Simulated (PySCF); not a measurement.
## Radial density of Br (bromine, neutral)

UHF, [Ar] 3d10 4s2 4p4 4d1, one real determinant (an excited configuration). Calculation: PySCF 2.14, in aug-cc-pVTZ-DK (7s6p4d2f, 59 functions); scalar relativity by spin-free X2C-1e.

```
r (bohr)  4πr²ρ (e/bohr)  4πr²(ρα − ρβ)
0.000661          0.3010         0.0000
 0.00111          0.7390         0.0000
 0.00187           1.778        -0.0001
 0.00314           4.143        -0.0001
 0.00529           9.172        -0.0002
 0.00890           18.55        -0.0003
  0.0150           32.09         0.0005
  0.0252           42.77         0.0057
  0.0423           39.91         0.0263
  0.0712           36.33         0.0706
   0.120           50.58         0.0730
   0.201           38.38        -0.0052
   0.339           30.20         0.1699
   0.570           30.29         0.0795
   0.959           8.015         0.3121
    1.61           4.212         1.3398
    2.71           1.558         0.7805
    4.56          0.2803         0.2415
    7.67        0.001689         0.0016
```

Densities and radii are taken from the X2C orbitals without a picture-change correction, which distorts them close to the nucleus.

⟨L²⟩ = 8.06 against 12 for a pure F term, so this real determinant mixes terms. The outer electron is Rydberg-like, and this basis confines it to a smaller radius and binds it less than a complete one would.

**Question.** Where is the radial spin density 4πr²(ρα − ρβ) most negative, and why is it negative at all?

**Answer.** Around r = 0.201 bohr, down to -0.0052 e/bohr: exchange with the open shell polarises the paired shells in an unrestricted calculation.
